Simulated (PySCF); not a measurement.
**Worked example: chemical shift, span and skew from a shielding tensor**

Si(H)(OMe) (CH4OSi), SMILES O(C)[SiH] (connectivity only; charge and spin as stated), neutral, multiplicity 1. Atoms are numbered in the order given.

```xyz
7

Si    -0.0259    -1.2092     0.0000
H     -1.5439    -0.8826     0.0000
O      0.5200     0.3394     0.0000
C     -0.1930     1.5703     0.0000
H      0.0889     2.1405     0.8878
H      0.0889     2.1405    -0.8878
H     -1.2733     1.3933     0.0000
```
Charge 0, spin multiplicity 1.

Geometry: r2SCAN-D4/def2-TZVP.

GIAO shieldings from HF/pcSseg-2 (PySCF), non-relativistic, no solvent. The symmetric part of the tensor of C4 has the principal values 85.9, 110.3, 187.0 ppm. The same nucleus in TMS has σ = 193.3 ppm at this level (PySCF, at its B3LYP-D3(BJ)/def2-TZVP geometry).

Task: Work out the isotropic shielding, the ¹³C shift against TMS, the span and the skew.

Result: 
σ(iso) = (σ11 + σ22 + σ33)/3 = 127.7 ppm. δ = σ(ref) − σ(iso) = 193.3 − (127.7) = 65.6 ppm.
Span Ω = σ33 − σ11 = 101.1 ppm. Skew κ = 3(σ(iso) − σ22)/Ω = 0.52. Tumbling in solution averages the tensor to δ; in a static solid the shielding alone would spread this spin-1/2 line over Ω.
